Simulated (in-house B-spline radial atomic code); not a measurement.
Response and correlation along the 14-electron series, closed shell [Ne] 3s2 (3p1/2)2; the second-order energy is extrapolated in partial waves. Computed with a B-spline radial code for spherical atoms: relativistic RPA and second-order many-body perturbation theory on Dirac-Hartree-Fock.

Closed in jj coupling only.

```
  ion   Z  dipole polarisability (bohr³)  quadrupole polarisability (bohr⁵)  ratio of RPA to uncoupled dipole  second order correlation energy (Eh)  C6 of two such ions (Eh bohr⁶)
In35+  49                       0.018737                          0.0024722                            1.0457                              -0.73908                       0.0020482
Sn36+  50                       0.017043                          0.0020807                            1.0448                              -0.74142                       0.0017766
Sb37+  51                       0.015522                          0.0017577                            1.0439                              -0.74362                       0.0015448
Te38+  52                       0.014153                            0.00149                            1.0429                              -0.74566                       0.0013464
 I39+  53                       0.012919                          0.0012672                            1.0419                              -0.74758                       0.0011761
Xe40+  54                              ?                                  ?                                 ?                                     ?                               ?
Cs41+  55                              ?                                  ?                                 ?                                     ?                               ?
Ba42+  56                      0.0098853                         0.00079423                            1.0389                              -0.75257                      0.00079328
La43+  57                       0.009058                         0.00068357                            1.0378                                -0.754                      0.00069824
Ce44+  58                       0.008307                         0.00058988                            1.0368                              -0.75532                      0.00061562
Pr45+  59                      0.0076242                         0.00051032                            1.0357                              -0.75654                      0.00054364
Nd46+  60                      0.0070027                         0.00044255                            1.0347                              -0.75768                      0.00048079
Pm47+  61                      0.0064366                         0.00038467                            1.0336                              -0.75872                      0.00042582
Sm48+  62                      0.0059204                          0.0003351                            1.0326                              -0.75969                      0.00037766
Eu49+  63                       0.005449                         0.00029252                            1.0315                              -0.76059                      0.00033538
Gd50+  64                              ?                                  ?                                 ?                                     ?                               ?
Tb51+  65                      0.0046242                         0.00022425                            1.0295                              -0.76219                      0.00026544
```

Question: Fill in the row of Xe40+.

Answer: dipole polarisability (bohr³): 0.011805; quadrupole polarisability (bohr⁵): 0.0010812; ratio of RPA to uncoupled dipole: 1.0409; second order correlation energy (Eh): -0.74936; C6 of two such ions (Eh bohr⁶): 0.0010294.

Question: Fill in the row of Cs41+.

Answer: dipole polarisability (bohr³): 0.010797; quadrupole polarisability (bohr⁵): 0.00092535; ratio of RPA to uncoupled dipole: 1.0399; second order correlation energy (Eh): -0.75104; C6 of two such ions (Eh bohr⁶): 0.00090284.

Question: Fill in the row of Gd50+.

Answer: dipole polarisability (bohr³): 0.0050182; quadrupole polarisability (bohr⁵): 0.00025588; ratio of RPA to uncoupled dipole: 1.0305; second order correlation energy (Eh): -0.76141; C6 of two such ions (Eh bohr⁶): 0.0002982.

Question: How fast does the dipole polarisability fall along the series?

Answer: From 0.01874 to 0.004624 bohr³; a fit of its logarithm against log Z from Z = 49 to 65 has slope -4.95.
